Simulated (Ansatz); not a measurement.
`F[SiH2]N([SiH3])[SiH3]` → H–F + `[SiH]N([SiH3])[SiH3]` at 600 K and 1 bar (silylene formation by 1,1-elimination).

Isolated molecules relaxed with PBE0-D4/def2-TZVP in Ansatz; ΔE leaves out vibrations. CCSD(T)/CBS adds triple-zeta CCSD(T) − MP2 to the extrapolated MP2 energy (def2 sets, frozen cores). This one scheme is used for every species. Each species was taken in one conformer, which may not be the lowest.

```
                 species  CCSD(T)/CBS energy (Eh)  H − E (kJ/mol)  S (J/(mol·K))
`F[SiH2]N([SiH3])[SiH3]`              -1026.67748           282.7          515.0
                     H–F               -100.39570            42.3          194.0
  `[SiH]N([SiH3])[SiH3]`               -926.15926           235.9          451.5
```

H − E and S are ideal-gas, rigid-rotor, harmonic terms from PBE0-D4/def2-TZVP, for one conformer and one mirror image of each species. 1 Eh = 2625.50 kJ/mol, R = 8.31446 J/(mol·K).

**Question.** By hand: ΔE, ΔH, ΔS and ΔG.

**Answer.** ΔE = (-100.39570) + (-926.15926) − (-1026.67748) = 0.12252 Eh = 321.7 kJ/mol. Δ(H − E) = 42.3 + 235.9 − 282.7 = -4.5, so ΔH = 317.2 kJ/mol. ΔS = 194.0 + 451.5 − 515.0 = 130.5 J/(mol·K). ΔG = 317.2 − 600 × (130.5)/1000 = 238.9 kJ/mol.

**Question.** By hand: the equilibrium constant, and the temperature at which ΔG would vanish if ΔH and ΔS stayed fixed.

**Answer.** log₁₀ K = −ΔG/(RT ln 10) = -20.8. ΔG = 0 at ΔH/ΔS = 2431 K.

The number of gas molecules changes by +1, which sets the sign of ΔS. A doubt of 5 kJ/mol in ΔE shifts log₁₀ K by 0.4 here. Other conformers and mirror images would add mixing entropy, several J/(mol·K) or more a flexible species. Modes under 60 cm⁻¹, often nearly free rotors, make the harmonic entropy too high. These are equilibria of isolated gas molecules and say nothing of rates. Largest T1 diagnostic: 0.014 (customary marks: 0.02 for closed shells, 0.045 for open ones).
